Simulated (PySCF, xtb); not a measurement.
CH5NO2Si2, SMILES C(#N)O[SiH2][SiH2]O.

GFN2-xTB (xtb) at its own geometry gives an orbital gap of 4.39 eV and a dipole moment of 5.68 D.

Coordinates come from a PBE-D3(BJ)/def2-SVP optimisation. This is a generated structure with no PubChem entry under its InChIKey; it may be hypothetical. The values are those of a single conformer.

Question: What does PySCF with M06-2X/def2-TZVP give? (An estimate is asked for; the answer gives what the named calculation found.)

Answer: gap 8.90 eV (levels -9.71 and -0.81 eV), dipole 4.50 D.
